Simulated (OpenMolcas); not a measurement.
Nb4+ with 4 ligands (bromide) in tetrahedral coordination (Td) at 2.58 Å. Ligand basis ANO-RCC-VDZP.

| Quantity | Value |
| --- | --- |
| Program | OpenMolcas 26.06 |
| Method | SS-CASPT2, IPEA 0.25 Eh, imaginary shift 0.2 Eh (closed shells correlated: 4s 4p and the ligand valence shells) |
| Basis | ANO-RCC-VTZP [7s6p4d2f1g] |
| Scalar Hamiltonian | DKH2, point nucleus |
| Active space | 1 electron in 5 orbitals (4d) |
| State averaging | 2S+1 = 2 even, 5 roots |
| Spin-orbit coupling | RASSI with atomic mean-field integrals over the reference wave functions |

**Question.** What is the spin-free ground state (labels of Td)?

**Answer.** 2E, 2-fold in its orbital part; it has the highest spin that d1 allows.

**Question.** Where is the first state of the same spin?

**Answer.** 2T2 at 8040 cm-1 above the ground state.

**Question.** What are the lowest two levels with spin-orbit coupling?

**Answer.** A 4-fold level Γ8, then a 2-fold level Γ7 8110 cm-1 above it. Their leading multiplicities are 2 (100 %) and 2 (100 %).

**Question.** What is χT at 300 K, and how does it compare with the textbook value?

**Answer.** The lowest level has 2S+1 = 2, for which the spin-only value is χT = S(S+1) / 2 = 0.375 cm3 K/mol (g = 2). The computed 0.334 at 300 K differs by -0.041, through orbital momentum, spin-orbit coupling and any other state in reach.

**Question.** Which ligand-field parameters describe the states?

**Answer.** The gap between the two states is 10Dq = -8042 cm-1 (negative for this site). 

Roots that are degenerate in the reference are averaged as groups; the widest CASPT2 spread within a group is 390 cm-1 (the 3-fold group of multiplicity 2 near 8040 cm-1 above the lowest state of its run). Shifts and gaps below about the spread of the groups concerned are not significant. Over all roots computed the reference weight is 0.72; a low but even weight reflects the number of correlated electrons. An orbital doublet at a regular site is open to a Jahn-Teller distortion, which this geometry leaves out. The least metal-like active orbital is 74 % on the metal (Löwdin) and no ligand orbital is active, so the numbers are rough. Ligand-to-metal charge-transfer states are missing. With one d shell and no ligand orbital active, 10Dq can be off by a tenth or more. The distance lies 5 % over the 2.46 Å that this model takes as the normal distance (a Shannon-type radius plus a fixed donor radius); by an R⁻⁵ law this alone changes a d-shell field by about -21 %. No measured value stands beside these numbers; the geometry was imposed, not optimised, and the real ion may take another.
